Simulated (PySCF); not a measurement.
PySCF job for ReO2Br3, SMILES [Re](=[O])([Br])([Br])(=[O])[Br], multiplicity 1, C-PCM-B3LYP/def2-SVP. The structure is a stationary point at B3LYP-D3(BJ)/def2-SVP. The multiplicity is an assumed one; other spin states were not compared. The def2 effective core potentials stand for the cores of Re; spin–orbit coupling is left out.

```python
import numpy as np
from pyscf import gto, scf, dft
from pyscf.solvent import pcm

mol = gto.M(
    atom='''
    Re    0.00000000    0.00000000   -0.48253868
    O    -0.00000000   -1.39988043   -1.43277136
    O    -0.00000000    1.39988044   -1.43277136
    Br    0.00000000    0.00000000    2.02756362
    Br    2.46984978   -0.00000000   -0.16928549
    Br   -2.46984978   -0.00000000   -0.16928548
    ''',
    basis='def2-SVP',
    ecp={'Re': 'def2-svp'},
    charge=0,
    spin=0,
    max_memory=1600,
    verbose=3,
)
mf = dft.RKS(mol, xc='b3lyp').density_fit(auxbasis='def2-universal-jkfit')
mf.grids.level = 3
mf.conv_tol = 1e-9
mf.max_cycle = 100
mf.kernel()
res = {}
for name, eps in {'water': 78.355, 'dichloromethane': 8.93, 'cyclohexanone': 15.619}.items():
    s = mf.PCM()
    s.with_solvent.method, s.with_solvent.eps, s.with_solvent.lebedev_order = 'C-PCM', eps, 17
    s.kernel(mf.make_rdm1())
    res[name] = (s.e_tot, eps, s.dip_moment(), s.mo_energy, s.converged)
    print(f'{name}: electrostatic solvation free energy {(s.e_tot - mf.e_tot) * 627.509474:.3f} kcal/mol')
```

It prints:

```
converged SCF energy = -7950.39217398427

WARN: PCM is an experimental feature. It is still in testing.
Features and APIs may be changed in the future.

converged SCF energy = -7950.39560672778
Dipole moment(X, Y, Z, Debye):  0.00000,  0.00016,  0.01031
water: electrostatic solvation free energy -2.154 kcal/mol

WARN: PCM is an experimental feature. It is still in testing.
Features and APIs may be changed in the future.

converged SCF energy = -7950.3952446133
Dipole moment(X, Y, Z, Debye):  0.00000,  0.00015,  0.03048
dichloromethane: electrostatic solvation free energy -1.927 kcal/mol

WARN: PCM is an experimental feature. It is still in testing.
Features and APIs may be changed in the future.

converged SCF energy = -7950.39541910926
Dipole moment(X, Y, Z, Debye):  0.00000,  0.00015,  0.02098
cyclohexanone: electrostatic solvation free energy -2.036 kcal/mol
```

The run converged.
